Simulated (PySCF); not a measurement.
## How methods differ on the excitation energy of Te⁺

Te⁺ [Kr] 4d10 5s2 5p3 (4S) → Te⁺ [Kr] 4d10 5s2 5p2 6s1 (4P), as a difference of total energies. Computed with PySCF 2.14 in aug-cc-pVTZ-PP with ECP28MDF, with scalar relativity through the core potential. Correlated levels: valence: 4s2 4p6 4d10 frozen. The calculations carry no spin-orbit coupling.

```json
{"method": "UHF", "excitation energy (eV)": "10.200"}
{"method": "MP2 (valence)", "excitation energy (eV)": "10.297"}
{"method": "SCS-MP2 (valence)", "excitation energy (eV)": "10.274"}
{"method": "CCSD (valence)", "excitation energy (eV)": "10.262"}
{"method": "CCSD(T) (valence)", "excitation energy (eV)": "10.259"}
```

Q: How much does correlation contribute at CCSD(T) (valence)?

A: 10.259 − (10.200) = 0.059 eV, measured against UHF.

The promoted electron is Rydberg-like, and one or two diffuse shells describe it only roughly, which tends to raise the upper state.
